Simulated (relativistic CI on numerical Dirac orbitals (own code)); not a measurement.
**Spin-allowed bands of a d7 ion in a tetrahedral site, by hand**

Problem. A d7 ion in a tetrahedral site has a 4A2 ground term and spin-allowed bands at ν1 = 5750 and ν2 = 9771 cm⁻¹ (from a computed ligand-field model). Find Δ and the Racah parameter B, and predict the third band.

Working.
1. The F term splits into A2 (−1.2Δ), T2 (−0.2Δ) and T1 (+0.6Δ), so ν1 = E(T2) − E(A2) = Δ = 5750 cm⁻¹.
2. T1(F) mixes with T1(P), which lies at 15B, through an element 0.4Δ. The two roots, counted from A2, are ν2,3 = ½(15B + 3Δ) ∓ ½√[(15B − Δ)² + 12BΔ].
3. Solving the lower root for B gives B = (2ν1² + ν2² − 3ν1ν2)/(15ν2 − 27ν1) = -6952309/-8685 = 800 cm⁻¹.
4. The sum of the roots is 15B + 3Δ, so ν3 = 15B + 3ν1 − ν2 = 19486 cm⁻¹ (513 nm).

Check. The bands were computed by exact diagonalisation of the d7 shell with B = 800 and Δ = 5750 cm⁻¹, which gives ν3 = 19479 cm⁻¹. C does not enter the terms of highest spin.
